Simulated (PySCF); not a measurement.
[WF5]+, singlet: data card

Method: PBE in PySCF with W def2-SVP with ECP60, F def2-SVP; scalar-relativistic core potentials, no spin–orbit coupling; density-fitted integrals.

The structure is a minimum.

```xyz
6
charge 1 multiplicity 1, angstrom
W     0.0000    0.0000    0.0000
F     0.0000    0.0000    1.8346
F     0.0000    0.0000   -1.8346
F     1.8077    0.0000    0.0000
F    -0.9038    1.5655    0.0000
F    -0.9038   -1.5655    0.0000
```

- Point group: D3h
- Bond lengths: W–F 1.808 Å (×3), W–F 1.835 Å (×2)
- Bond angles: F–W–F 90.0° (×6), F–W–F 120.0° (×3), F–W–F 180.0°
- Rotational symmetry number: 6
- Principal polarisabilities: 32.7, 32.7, 39.5 bohr³
- Lowest empty level: -11.99 eV
- Entropy at 298.15 K and 1 bar: 349.7 J/(mol K)
- Heat capacity Cp at 298.15 K: 101.1 J/(mol K)
- Enthalpy at 298.15 K above 0 K: 21.30 kJ/mol
- Zero-point energy: 31.7 kJ/mol
- Dipole moment about the centre of mass: 0.00 D
- Highest occupied level: -17.26 eV
- Principal quadrupole moments (Buckingham, traceless) about the centre of mass: -2.98, 1.49, 1.49 D Å
- Rotational constants: 0.09051, 0.07628, 0.07628 cm⁻¹

Harmonic modes (masses in u: W 183.951, F 18.998):
| symmetry | ω (cm⁻¹) | IR (km/mol, summed over degenerate members) |
| --- | --- | --- |
| e' | 99 | 8.0 |
| e' | 203 | 25.4 |
| a2'' | 254 | 16.0 |
| e'' | 306 | 0.0 |
| a1' | 725 | 0.0 |
| a2'' | 758 | 167 |
| a1' | 774 | 0.0 |
| e' | 782 | 190 |

In D3h the vibrations span 3e' + 2a2'' + e'' + 2a1'. The a1', e'' modes carry no infrared intensity, as symmetry demands.

Charges (e):
```csv
atom,Mulliken,Löwdin,polar tensor,Mayer order to W1
W1,1.61,0.69,3.24,–
"F2,3",-0.15,0.04,-0.51,1.22
"F4,5,6",-0.10,0.07,-0.41,1.29
```

Mulliken populations on W1 (electrons outside its core potential): s 2.32, p 6.35, d 3.42, f 0.31.

Outer orbital energies (eV). occupied: -18.38, -18.31, -18.29, -17.59, -17.59, -17.50, -17.26, -17.26; empty: -11.99, -11.99, -10.49, -10.49.

Formally W is in oxidation state +6, d0. The polar-tensor charge on W, 3.24, is far below the formal one.

Stability towards spin polarisation was not tested. This need not be the most stable arrangement of these atoms. With an element this heavy the missing spin–orbit coupling can shift these numbers.

The final relaxation and frequency run took 2.4 min on 2 threads of a shared Arm Neoverse V1 host, with 102 basis functions and 10 gradients; the process peaked at 1.4 GiB.
